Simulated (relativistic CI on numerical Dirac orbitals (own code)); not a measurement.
# Radial parameters of Cs⁴⁸⁺

Calculated at this level of theory: Dirac-Coulomb-Breit CI, KLI orbitals optimised for each configuration, a model potential for QED, unscaled Slater integrals (own radial code, finite nucleus).

Slater integrals F^k, G^k are unscaled and averaged over j, outside the closed core 1s2; ζ comes from projecting the Hamiltonian with its Breit term on Σ l·s of the shell.

- 2s2 2p3: F^2(2p,2p) = 1.0159e+06, ζ(2p) = 2.027e+06 cm⁻¹; <r>(2p) = 0.09338, <r^2>(2p) = 0.01058 (bohr units).
- 2s 2p4: F^2(2p,2p) = 1.0145e+06, G^1(2s,2p) = 1.0808e+06, ζ(2p) = 2.0191e+06 cm⁻¹; <r>(2s) = 0.1075, <r^2>(2s) = 0.01363, <r>(2p) = 0.0935, <r^2>(2p) = 0.0106 (bohr units).
- 2p5: ζ(2p) = 2.0114e+06 cm⁻¹; <r>(2p) = 0.09367, <r^2>(2p) = 0.01065 (bohr units).

Averages of the first 10 configurations, taken without configuration mixing, which lowers the lowest level and can move excited configurations by several eV; other configurations of the list can lie among them:

```json
{"Configuration": "2s2 2p3", "Parity": "odd", "States": "20", "Average energy above the lowest level (eV)": "375.4"}
{"Configuration": "2s 2p4", "Parity": "even", "States": "30", "Average energy above the lowest level (eV)": "865.0"}
{"Configuration": "2p5", "Parity": "odd", "States": "6", "Average energy above the lowest level (eV)": "1398.6"}
{"Configuration": "2p4 3s", "Parity": "even", "States": "30", "Average energy above the lowest level (eV)": "6227.5"}
{"Configuration": "2p4 3p", "Parity": "odd", "States": "90", "Average energy above the lowest level (eV)": "6366.2"}
{"Configuration": "2p4 3d", "Parity": "even", "States": "150", "Average energy above the lowest level (eV)": "6492.7"}
{"Configuration": "2s2 2p2 3s", "Parity": "even", "States": "30", "Average energy above the lowest level (eV)": "5260.8"}
{"Configuration": "2s2 2p2 3p", "Parity": "odd", "States": "90", "Average energy above the lowest level (eV)": "5406.7"}
{"Configuration": "2s2 2p2 3d", "Parity": "even", "States": "150", "Average energy above the lowest level (eV)": "5533.5"}
{"Configuration": "2s 2p3 3s", "Parity": "odd", "States": "80", "Average energy above the lowest level (eV)": "5722.0"}
```
